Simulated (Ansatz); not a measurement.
The molecule MgB+, closed-shell singlet (lowest of 2S+1 = 1, 3 at CCSD(T)/def2-TZVPP on PBE0 minima; our sources give no spin for the ground state, which may be another).

Constants: fifth-degree fit in 1/R to seven points, most abundant isotopes. Runs in def2 and cc sets follow the lowest solution found near the PBE0 minimum. The singlet is held restricted.

Codes used: Ansatz (Gaussian orbitals). Values without a source in brackets are computed.

Energies at r2SCAN/def2-TZVPP:

```
R (Å)       E (hartree)
--------  -------------
2.392653  -224.44594831
2.456972  -224.44757178
2.516145  -224.44841676
2.583036  -224.44875860
2.649928  -224.44857068
2.727110  -224.44783131
2.817156  -224.44642715
```

With a reduced mass of 7.5458 u, find the minimum, the force constant and the constants.

A fifth-degree polynomial in 1/R puts the minimum at r_e = 2.5905 Å with force constant 50.2 N/m. Then ω_e = (1/2πc)√(k/μ) = 336 cm⁻¹ and B_e = h/(8π²cμr_e²) = 0.3329 cm⁻¹; the cubic and quartic terms give α_e = 0.0036 and ω_e x_e = 2.4 cm⁻¹.

Ansatz is a quantum-chemistry and plane-wave program.
